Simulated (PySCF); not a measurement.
## Stationary points of NbN(OH)₂

Method: PySCF, PBE0, basis Nb def2-SVP with ECP28, N def2-SVP, O def2-SVP, H def2-SVP (scalar-relativistic core potentials, no spin–orbit coupling, density fitting).

Relaxations began from a few typed shapes. The search is not exhaustive: other isomers or separated fragments can lie lower, and high-lying points may rest on an excited occupation.

(1) Which is the lowest minimum found?
A. singlet C1: Nb–N 1.655 Å, Nb–O 1.921 Å, Nb–O 1.942 Å, O–H 0.964 Å (×2); H–O–Nb 122.2°, H–O–Nb 124.7°, N–Nb–O 105.6°, N–Nb–O 108.2°, O–Nb–O 119.1°
B. singlet Cs: Nb–N 1.657 Å, Nb–O 1.923 Å (×2), O–H 0.963 Å (×2); H–O–Nb 124.5° (×2), N–Nb–O 107.5° (×2), O–Nb–O 118.3°
C. singlet C2v: Nb–N 1.652 Å, Nb–O 1.937 Å (×2), O–H 0.962 Å (×2); H–O–Nb 131.0° (×2), N–Nb–O 112.0° (×2), O–Nb–O 136.0°

## Answers

(1) B. The others lie at 13.9 (singlet C2v, a saddle point), 26.2 (singlet C1) kJ/mol above it.

For the lowest minimum: stability towards spin polarisation was not tested.
